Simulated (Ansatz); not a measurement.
Job for Ansatz (an electronic-structure program): R-RI-MP2/def2-QZVPP on AsH4In (SMILES [AsH2][InH2]), a point of a torsion scan. Elements past Kr take the def2 small-core potentials; no spin–orbit coupling. Files ending in .json are basis or fitting sets from the Basis Set Exchange. The run froze 23 orbitals, filled d shells among them.

Ansatz 0.2 input:
```yaml
crystal:
  periodic: [false, false, false]
  atoms:
    - {symbol: As, position_ang: [-1.65065075, -0.29783009, -0.75253908]}
    - {symbol: In, position_ang: [0.93675146, -0.03978696, -0.76908487]}
    - {symbol: H, position_ang: [-1.72263481, 1.08038569, -0.13937358]}
    - {symbol: H, position_ang: [-1.52051479, -0.88273518, 0.63554813]}
    - {symbol: H, position_ang: [1.82395025, 1.48129761, -0.92584504]}
    - {symbol: H, position_ang: [2.12076496, -1.34304702, -0.61312295]}
basis:
  gaussian:
    orbitals: def2-QZVPP.json
    fitting: {mean_field: def2-universal-JKFIT, correlation: def2-QZVPP-RIFIT.json}
magnetization: {spin_polarized: false}
correlation: {method: mp2, electrons: outside_noble_gas}
scf: {lower_state_search: off}
```

**Question.** What total energy does the run end on?

**Answer.** -2426.0072 hartree.

**Question.** How many basis functions does it have, and what does it roughly cost on one machine?

**Answer.** 291 functions; about 6 core-seconds (a rough figure).
